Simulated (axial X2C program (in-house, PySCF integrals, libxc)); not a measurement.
**Low determinants of MoBr at the PBE0 level, without spin–orbit coupling**

Calculated with an axial X2C code built on PySCF integrals. Spin-free means the one-electron spin-free X2C Hamiltonian. Basis: Mo dyall-v3z [11s12p9d3f2g], Br dyall-v3z [8s9p6d1f] (cores contracted in-house); Gaussian nuclei, density fitting, unrestricted open shells. Masses: Mo 97.905 u, Br 78.918 u.

Search at 2.440 Å (vertical energies from the lowest determinant):

```json
{"ΔE (eV)": "0.00", "state": "M_S = 5/2, Λ = 0", "electrons beyond evenly filled partner blocks": "σα, π+α, π-α, δ+α, δ-α", "electrons in σ, π, δ, φ": "33 34 10 0"}
{"ΔE (eV)": "1.51", "state": "M_S = 5/2, Λ = 1", "electrons beyond evenly filled partner blocks": "2 × σα, π+α, δ+α, δ-α", "electrons in σ, π, δ, φ": "34 33 10 0"}
{"ΔE (eV)": "1.58", "state": "M_S = 3/2, Λ = 0", "electrons beyond evenly filled partner blocks": "σβ, π+α, π-α, δ+α, δ-α", "electrons in σ, π, δ, φ": "33 34 10 0"}
{"ΔE (eV)": "1.91", "state": "M_S = 3/2, Λ = 0", "electrons beyond evenly filled partner blocks": "σα, π+β, π-α, δ+α, δ-α", "electrons in σ, π, δ, φ": "33 34 10 0"}
{"ΔE (eV)": "1.97", "state": "M_S = 3/2, Λ = 1", "electrons beyond evenly filled partner blocks": "π+α, δ+α, δ-α", "electrons in σ, π, δ, φ": "34 33 10 0"}
{"ΔE (eV)": "2.26", "state": "M_S = 3/2, Λ = 2", "electrons beyond evenly filled partner blocks": "π+α, π-α, δ+α", "electrons in σ, π, δ, φ": "34 34 9 0"}
{"ΔE (eV)": "2.32", "state": "M_S = 5/2, Λ = 2", "electrons beyond evenly filled partner blocks": "2 × σα, π+α, π-α, δ+α", "electrons in σ, π, δ, φ": "34 34 9 0"}
```

Lowest determinant, M_S = 5/2, Λ = 0 (beyond evenly filled blocks: σα, π+α, π-α, δ+α, δ-α): Re = 2.435 Å, ωe = 264.8 cm⁻¹.

The determinant in row 2 of the search, M_S = 5/2, Λ = 1 (beyond evenly filled blocks: 2 × σα, π+α, δ+α, δ-α), was followed along the bond at PBE0; measured from the minimum of the lowest determinant it gives:

Te = 1.500 eV (12101 cm⁻¹), Re = 2.481 Å, ωe = 245.7 cm⁻¹.

Task: Compare the bond of the determinant in row 2 with that of the lowest one.

Result: At PBE0 its Re is 0.046 Å longer and its force constant, which goes as ωe², is 0.86 times that of the lowest determinant. This determinant mixes spin states, so it has no term energy of its own.

The search compares states at one distance, so a state with another bond length can lie lower; it is not exhaustive and yields mostly the lowest determinant of each block pattern, so other components and higher states of one pattern are missing. These are energies of single determinants, not of spin-adapted states; PBE0 term energies can be off by some tenths of an eV, and the functional has no current term. Row 2 is spin-contaminated (⟨S²⟩ = 8.80 against 8.75), so its values are not those of a pure state.
